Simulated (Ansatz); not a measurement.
Worked example: GaH2(NH2) + C2H5Sn → GaH(NH2) + C2H6Sn

Species: GaH2(NH2), singlet; C2H5Sn `C=[CH][SnH2]`, doublet; GaH(NH2), doublet; C2H6Sn `C=[CH][SnH3]`, singlet. A radical takes H: the energy is the difference in strength between the Ga–H bond broken and the Sn–H bond made.

Shapes, held fixed at every level: PBE0-D4/def2-TZVP. Flexible molecules stand in one conformer, not always the lowest. Programs: Ansatz 0.2.0. The zero-point and thermal change to 298 K, harmonic and unscaled (PBE0-D4/def2-TZVP), is -0.7 kJ/mol.

At CCSD(T)/def2-TZVPP; 1 Eh = 2625.50 kJ/mol:

```
  species   energy (Eh)
GaH2(NH2)  -1980.546097
   C2H5Sn   -292.647472
 GaH(NH2)  -1979.908289
   C2H6Sn   -293.273971
```

Task: Work out ΔH(298 K) of the reaction at this level.

Result: 
1. Products less reactants: (-1979.908289) + (-293.273971) − [(-1980.546097) + (-292.647472)] = 0.011309 Eh = +29.7 kJ/mol.
2. With the thermal change: +29.7 + (-0.7) = +29.0 kJ/mol.

Other levels give +25.0 (HF/def2-TZVPP) to +32.4 kJ/mol (r2SCAN-D4/def2-TZVPP). No measured value is set beside it here. Spin contamination: C2H5Sn (⟨S²⟩ up to 0.83). Open shells run unrestricted. For atoms past krypton def2 sets carry core potentials with scalar relativity. Relativity is left out for Ga. Outer-core shells of Ga, Sn are correlated in most correlated rows, in sets that cover them unevenly.
